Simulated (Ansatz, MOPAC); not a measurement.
Gas-phase reaction in SMILES: [O](C(=O)C)[GeH3] -> CC(=O)[O][GeH2] + H atom (the Ge-H bond breaks)

Wanted: bond dissociation energy (enthalpy at 298 K), in kcal/mol. Terms: 6-31G* and kin with 6d, 5d where marked; non-relativistic; no spin-orbit coupling; UHF or UKS for open shells; dispersion terms only where a functional's name holds one. First-principles rows: single points at B3LYP-D3(BJ) geometries (Ansatz, a program for electronic structure), with unscaled harmonic terms from B3LYP/6-31G* (LANL2DZ past Ar) (Ansatz) at its own minima. Semi-empirical rows: MOPAC heats of formation at their own minima for 298 K.

```json
[
 {"species": "CC(=O)[O][GeH3]", "coefficient": "-1", "E at B3LYP/6-31G* (Ansatz), Eh": "-2307.06498", "E at wB97M-V/def2-TZVPD (Ansatz), Eh": "-2307.20112", "H(298 K) - E, kcal/mol": "52.13", "heat of formation at MNDO (MOPAC), kcal/mol": "-98.40"},
 {"species": "CC(=O)[O][GeH2]", "coefficient": "+1", "E at B3LYP/6-31G* (Ansatz), Eh": "-2306.42247", "E at wB97M-V/def2-TZVPD (Ansatz), Eh": "-2306.56238", "H(298 K) - E, kcal/mol": "46.05", "heat of formation at MNDO (MOPAC), kcal/mol": "-79.51"},
 {"species": "H atom", "coefficient": "+1", "E at B3LYP/6-31G* (Ansatz), Eh": "-0.50027", "E at wB97M-V/def2-TZVPD (Ansatz), Eh": "-0.49411", "H(298 K) - E, kcal/mol": "1.48", "heat of formation at MNDO (MOPAC), kcal/mol": "52.10"}
]
```

 1 Eh = 627.5095 kcal/mol.

### Question
Work the quantity out at each level.

### Answer

- B3LYP/6-31G*: the sum of coefficient times E is 0.14224 Eh, or 89.26 kcal/mol; the thermal terms add -4.60. Result: 84.7 kcal/mol.
- wB97M-V/def2-TZVPD: the sum of coefficient times E is 0.14463 Eh, or 90.76 kcal/mol; the thermal terms add -4.60. Result: 86.2 kcal/mol.
- MNDO: the sum of coefficient times heat of formation is 70.99 kcal/mol; it needs no thermal term.
